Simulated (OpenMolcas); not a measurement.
# Er: from CASSCF to CASPT2

| Quantity | Value |
| --- | --- |
| Program | OpenMolcas |
| Basis | ANO-RCC-VQZP [9s8p6d4f3g2h] |
| Scalar Hamiltonian | DKH2, point nucleus |
| Active space | 12 electrons in 7 orbitals (4f) |
| State averaging | 2S+1 = 3 even, 21 roots; 2S+1 = 1 even, 28 roots (27 in the spin-orbit step) |
| Spin-orbit coupling | state interaction with AMFI integrals over the reference wave functions, term energies averaged over their components |

Methods on the same reference wave functions:
A. CASSCF
B. SS-CASPT2, IPEA 0.25 Eh, imaginary shift 0.1 Eh (closed shells correlated: 5s 5p 6s)

Energies in cm-1 above 4f12 6s2 3H6, the measured ground level; measured values from NIST Handbook of Basic Atomic Spectroscopic Data.

```tsv
Level	A	B	Measured
4f12 6s2 3H6	0.0	0.0	0.0
4f12 6s2 3F4 [51 %]	6254	4950	
4f12 6s2 3H5	7057	7080	6958
4f12 6s2 3H4 [60 %]	11528	10890	10751
4f12 6s2 3F3	14410	12370	12378
4f12 6s2 3F2	15754	13310	13098
4f12 6s2 1G4 [60 %]	19058	18590	
4f12 6s2 1D2 [54 %]	31156	26360	
4f12 6s2 1I6	37459	33760	
4f12 6s2 3P1	41368	34990	
4f12 6s2 3P2 [68 %]	41775	35920	
4f12 6s2 3P0	42510	36130
```

Deviations, from unrounded energies. A percentage is the sum of absolute deviations over the sum of measured energies, with the sign that they share, or ± where signs differ.

```json
{"Against measurement": "mean absolute deviation (cm-1)", "Levels": "4", "A": "1400", "B": "120"}
{"Against measurement": "fine structure of the ground term (%)", "Levels": "2", "A": "+4.9", "B": "+1.5"}
{"Against measurement": "other terms of the ground configuration (%)", "Levels": "2", "A": "+18.4", "B": "±0.9"}
```

B lies closest to measurement on these levels. The largest miss of B in the table is 4f12 6s2 3F2, by +210 cm-1. The ranking rests on the paired levels alone, and a cruder setting can come out closer through cancelling errors.

From A to B the spin-free energies of the other terms of 4f12 6s2 shown, above 3H, scale by factors of 0.72 to 0.95, as is usual when dynamic correlation screens the repulsion within a d or f shell.

The lowest spin-free term lies below A's lowest term by 1.266 hartree in B.

CASPT2 breaks the degeneracy within a term, and the mean is taken; among the terms shown or strongly mixed into the levels shown the widest spread is 1400 cm-1 (4f12 6s2 1I, B). Some high roots are left out of the spin-orbit mixing, which shifts the levels that they would mix with. With the s shell closed, the reference lacks s² → p² mixing. Without dynamic correlation excited terms often stand tens of per cent too high (terms of higher spin than the ground term too low), and those without a measured partner can miss by more than the paired ones (holds for A). The CASPT2 spread within a term exceeds the gap to the next term for 4f12 6s2 1I and 4f12 6s2 3P, so the order of their levels is uncertain (holds for B). Computed and measured levels are paired by configuration, term and J; levels that our copy of the source lacks, or whose pairing is in doubt (as where it misses far off the trend of its configuration), stay unpaired and out of the deviations. Only configurations of the active space appear.

A share in square brackets marks a mixed level and gives the weight of the term that names it, the lowest over the columns.
